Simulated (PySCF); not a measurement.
CH2N, SMILES C#[NH+], charge +1. Atoms are numbered in the order given.

```xyz
4

C      0.0000     0.0000     0.5974
N      0.0000     0.0000    -0.5312
H      0.0000     0.0000     1.6805
H      0.0000     0.0000    -1.5463
```
Charge +1, spin multiplicity 1.

Geometry optimised at PBE0-D3(BJ)/def2-TZVPD. The isomer is the one that the SMILES or the coordinates give; other isomers of the formula were not compared.

Method: TDA-PBE0/def2-TZVPD (PySCF).

Vertical excitations; the highest root listed may be one member of a degenerate set. Isolated molecule, no solvent. State labels are in the subgroup C2v.

Computed lowest excited states:
```
state  symmetry  energy (eV)  λ (nm)      f                                                  main pairs
-----  --------  -----------  ------  -----  ----------------------------------------------------------
S1           A2         8.62     144  0.000                          HOMO−1→LUMO+1 50 %, HOMO→LUMO 50 %
S2           A2         8.99     138  0.000                   HOMO→LUMO, HOMO−1→LUMO+1 (degenerate set)
S3           A1         8.99     138  0.000                   HOMO→LUMO+1, HOMO−1→LUMO (degenerate set)
S4           B2        12.74      97  0.013                                HOMO→LUMO+2 (degenerate set)
S5           B1        12.74      97  0.013                              HOMO−1→LUMO+2 (degenerate set)
S6           B2        13.79      90  0.009    HOMO→LUMO+3, HOMO−2→LUMO+1, HOMO→LUMO+4 (degenerate set)
S7           B1        13.79      90  0.009  HOMO−1→LUMO+3, HOMO−2→LUMO, HOMO−1→LUMO+4 (degenerate set)
S8           B2        14.20      87  0.091                   HOMO→LUMO+4, HOMO→LUMO+3 (degenerate set)
S9           B1        14.20      87  0.091               HOMO−1→LUMO+4, HOMO−1→LUMO+3 (degenerate set)
S10          B2        14.21      87  0.059                        HOMO−2→LUMO+1 66 %, HOMO→LUMO+4 14 %
T1           A1         6.85     181      0                          HOMO→LUMO+1 49 %, HOMO−1→LUMO 49 %
T2           A2         7.54     164      0                   HOMO→LUMO, HOMO−1→LUMO+1 (degenerate set)
T3           A1         7.54     164      0                   HOMO−1→LUMO, HOMO→LUMO+1 (degenerate set)
T4           A2         8.62     144      0                          HOMO−1→LUMO+1 50 %, HOMO→LUMO 50 %
```
Triplets are in the Tamm–Dancoff approximation.
